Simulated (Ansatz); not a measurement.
Two isomers of CH7NSeSi: A = `NC[Se][SiH3]`, B = `N[SiH2]C[SeH]`.

Gas-phase electronic energies from Ansatz, PBE0-D4/def2-TZVP geometries. CBS: MP2 limit from def2 TZ/QZ plus the TZ coupled-cluster correction, frozen cores. DFT in def2-TZVPP. B3LYP here is the variant with VWN-RPA as its local correlation; programs differ in this. For Se outer-core shells are correlated without core-valence functions, which leaves a few kJ/mol of doubt a bond. Scalar relativity is left out up to krypton. One conformer a species, not always the lowest.

Question: Which isomer does CCSD(T)/CBS put lower? Give the gap. (An estimate is asked.)

Answer: Ansatz gave: B, by 15.0 kcal/mol.

Question: Give E(B) − E(A) in kcal/mol with B3LYP, MP2/def2-TZVPP, CCSD/def2-TZVPP, HF/def2-TZVPP, B3LYP-D4, CCSD(T)/def2-TZVPP, ωB97M-V. (An estimate is asked.)

Answer: The calculation gave: B3LYP -14.3, MP2/def2-TZVPP -15.2, CCSD/def2-TZVPP -15.2, HF/def2-TZVPP -15.2, B3LYP-D4 -14.2, CCSD(T)/def2-TZVPP -14.8, ωB97M-V -14.9. None reverses the order clearly.

Largest T1 diagnostic: 0.010.

From PBE to PBE0 (25 % exact exchange), in def2-TZVPP and without D4, E(B) − E(A) moves by −0.9 kcal/mol.
